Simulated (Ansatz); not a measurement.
CH3BF2GeO (`FB(F)[CH]1[O][GeH2]1`), 9 atoms. The species carries charge 0 and has multiplicity 1. Correlated methods include outer-core shells of Ge, which these sets cover unevenly. Scalar relativity is left out up to krypton. All runs use 4 threads of an INTEL XEON PLATINUM 8581C on a shared host. Correlated methods freeze the cores.

Q: How many basis functions does each run have, and how long does it take in Ansatz? RKS ωB97M-V/def2-SVP energy; RHF-CCSD(T)/def2-SVP energy; RKS revPBE-D4/def2-TZVPP energy; RKS PBE0-D4/def2-TZVP frequencies; RKS PBE0-D4/def2-SVP energy; RKS PBE0-D4/def2-QZVPP energy; RKS B2PLYP (frozen core)/def2-TZVPP energy; RKS ωB97M-V/def2-QZVPP energy; RKS SPW92 (LDA)/def2-TZVPP energy; RHF-CCSD(T)/def2-TZVPP energy; RHF-MP2/def2-QZVPP energy; RKS LC-ωPBE/def2-TZVPP energy. (Estimate.)

A: Computed: Other jobs shared the machine, so times are rough.

```csv
level,job,functions,wall time,peak host memory (GiB)
RKS SPW92 (LDA)/def2-TZVPP,energy,245,1.1 s,0.33
RKS PBE0-D4/def2-SVP,energy,117,1.1 s,0.28
RKS revPBE-D4/def2-TZVPP,energy,245,1.5 s,0.34
RKS LC-ωPBE/def2-TZVPP,energy,245,2 s,0.48
RKS ωB97M-V/def2-SVP,energy,117,3.2 s,0.4
RKS B2PLYP (frozen core)/def2-TZVPP,energy,245,4.4 s,0.72
RKS PBE0-D4/def2-QZVPP,energy,464,7 s,1.9
RHF-CCSD(T)/def2-SVP,energy,117,7.5 s,0.7
RKS ωB97M-V/def2-QZVPP,energy,464,14 s,2.2
RHF-MP2/def2-QZVPP,energy,464,18 s,2.9
RKS PBE0-D4/def2-TZVP,frequencies,221,2.1 min,0.67
RHF-CCSD(T)/def2-TZVPP,energy,245,2.3 min,5.6
```

LC-ωPBE has ω = 0.4 bohr⁻¹.
